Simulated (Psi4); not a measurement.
C$_{6}$H$_{12}$BO$_{2}$ (SMILES [CH2]C1(C)OBOC1(C)C), doublet, geometry from GFN2-xTB; CAM-B3LYP/STO-3G (Psi4).

Psi4 was given this input:
```
memory 2 GB

molecule {
0 2
  C     1.44959450    0.82454073    1.18004454
  C     0.84039742    0.07257958    0.07722449
  C     1.57084360    0.38069637   -1.24260035
  O     0.94803419   -1.33243616    0.30646091
  B    -0.24183883   -1.92340542    0.05234856
  O    -1.22885497   -1.04066680   -0.23569217
  C    -0.74473802    0.28150521   -0.04420660
  C    -1.19824721    1.16724967   -1.19847253
  C    -1.32339271    0.80991603    1.27273755
  H     1.75594365    1.84015427    1.03007634
  H     1.64050784    0.34547067    2.11816018
  H     1.51484983    1.43821463   -1.47961783
  H     1.14386995   -0.20613017   -2.05177633
  H     2.61403005    0.09576786   -1.12779262
  H    -0.40040421   -3.07405300    0.07233844
  H    -2.28347910    1.23772149   -1.17498475
  H    -0.77957176    2.16445196   -1.09655207
  H    -0.91012165    0.74628590   -2.15655958
  H    -1.02107162    0.16771672    2.09614680
  H    -0.97596726    1.82207993    1.46095844
  H    -2.40957049    0.80524515    1.21334732
}

set basis sto-3g
set reference uks
set dft_radial_points 150

energy('cam-b3lyp')
print_variables()
```

Output, abridged:

```
   => Loading Basis Set <=

    Name: STO-3G
    Role: ORBITAL
    Keyword: BASIS

         ---------------------------------------------------------
                                   SCF
               by Justin Turney, Rob Parrish, Andy Simmonett
                          and Daniel G. A. Smith
                              UKS Reference
         ---------------------------------------------------------

  ==> Geometry <==

    Molecular point group: c1
    Full point group: C1

    Geometry (in Angstrom), charge = 0, multiplicity = 2:

       Center              X                  Y                   Z               Mass
    ------------   -----------------  -----------------  -----------------  -----------------
         C            1.450637391110     0.897356590525     1.171073532734    12.000000000000
         C            0.841440311110     0.145395440525     0.068253482734    12.000000000000
         C            1.571886491110     0.453512230525    -1.251571357266    12.000000000000
         O            0.949077081110    -1.259620299475     0.297489902734    15.994914619570
         B           -0.240795938890    -1.850589559475     0.043377552734    11.009305360000
         O           -1.227812078890    -0.967850939475    -0.244663177266    15.994914619570
         C           -0.743695128890     0.354321070525    -0.053177607266    12.000000000000
         C           -1.197204318890     1.240065530525    -1.207443537266    12.000000000000
         C           -1.322349818890     0.882731890525     1.263766542734    12.000000000000
         H            1.756986541110     1.912970130525     1.021105332734     1.007825032230
         H            1.641550731110     0.418286530525     2.109189172734     1.007825032230
         H            1.515892721110     1.511030490525    -1.488588837266     1.007825032230
         H            1.144912841110    -0.133314309475    -2.060747337266     1.007825032230
         H            2.615072941110     0.168583720525    -1.136763627266     1.007825032230
         H           -0.399361318890    -3.001237139475     0.063367432734     1.007825032230
         H           -2.282436208890     1.310537350525    -1.183955757266     1.007825032230
         H           -0.778528868890     2.237267820525    -1.105523077266     1.007825032230
         H           -0.909078758890     0.819101760525    -2.165530587266     1.007825032230
[...]
      Ntotal   =   68.9999907371 ; deviation = -9.263e-06

   @Spin Contamination Metric:   4.363721861E-03
   @S^2 Expected:                7.500000000E-01
   @S^2 Observed:                7.543637219E-01
   @S   Expected:                5.000000000E-01
   @S   Observed:                5.000000000E-01

    Orbital Energies [Eh]
    ---------------------

    Alpha Occupied:

[...]
    Alpha Virtual:

[...]
      57A      0.720367

    Beta Occupied:

[...]
      34A     -0.224021

    Beta Virtual:

[...]
    Final Occupation by Irrep:
              A
    DOCC [    34 ]
    SOCC [     1 ]
    NA   [    35 ]
    NB   [    34 ]

  @DF-UKS Final Energy:  -405.77112916364871

   => Energetics <=

    Nuclear Repulsion Energy =            488.6157841077578610
    One-Electron Energy =               -1522.6713923430102113
    Two-Electron Energy =                 670.5091115527808370
    DFT Exchange-Correlation Energy =     -42.2246324811773164
    Empirical Dispersion Energy =           0.0000000000000000
    VV10 Nonlocal Energy =                  0.0000000000000000
    Total Energy =                       -405.7711291636487658

  UHF NO Occupations:
  HONO-2 :   33  A 1.9996384
  HONO-1 :   34  A 1.9988370
  HONO-0 :   35  A 1.0000000
  LUNO+0 :   36  A 0.0011630
  LUNO+1 :   37  A 0.0003616
  LUNO+2 :   38  A 0.0003429
  LUNO+3 :   39  A 0.0002781

Computation Completed

Properties will be evaluated at   0.000000,   0.000000,   0.000000 [a0]

Properties computed using the SCF density matrix

 Multipole Moments:

 ------------------------------------------------------------------------------------
     Multipole            Electronic (a.u.)      Nuclear  (a.u.)        Total (a.u.)
 ------------------------------------------------------------------------------------

 L = 1.  Multiply by 2.5417464519 to convert [e a0] to [Debye]
 Dipole X            :         -0.0290965            0.1359843            0.1068878
 Dipole Y            :         -8.5252707            9.4945407            0.9692700
 Dipole Z            :          1.1262366           -1.1697402           -0.0435036
 Magnitude           :                                                    0.9761157

 ------------------------------------------------------------------------------------

  Variable Map:
  ----------------------------------------------------------------------------
[...]
  Array Variable Map:
  ----------------------------------------------------------------------------
[...]
[...]
```
